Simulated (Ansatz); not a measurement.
Zr4⁻, relaxed as a doublet with UKS PBE0-D4/def2-SVPD in Ansatz, starting from the GFN2-xTB geometry. Force threshold 0.02 eV/Å.

In the def2 sets Zr takes a core potential; there is no spin–orbit coupling. The charge -1 doublet is spin-contaminated (final ⟨S²⟩ up to 1.75, 0.75 for a pure state). The structure comes from a short search, and lower isomers may exist.

Start:

Cartesian coordinates in Å:
```
Zr -0.6446 -0.5704 -1.6604
Zr 2.4639 -0.4646 -0.4310
Zr 0.1301 0.4151 1.8388
Zr -1.9494 0.6199 0.2526
```

(1) Estimate the energy that the relaxation releases and the steps that it takes.

(2) Does the start keep its bonding and symmetry?

(3) Predict the relaxed structure.

Results:

(1) 212.8 kJ/mol, in 11 steps; 6.1 min on 4 threads of Arm Neoverse N1 on a shared host. The force fell under the threshold at step 10, but the optimiser went on. No frequencies were taken in this run, so the end may be a saddle point.

(2) By distances, no bond broke or formed. The bond that changes most is Zr1–Zr3, from 3.72 to 2.67 Å (atoms count from 1). Point group Cs at the start, D2h at the end, both within 0.05 Å.

(3) 
Cartesian coordinates in Å:
```
Zr -0.277 -0.357 -1.257
Zr 2.160 -0.568 -0.328
Zr 0.290 0.354 1.255
Zr -2.173 0.571 0.330
```
Bond lengths (bridged metal pairs left out): 5 × Zr–Zr 2.62 to 2.67 Å.
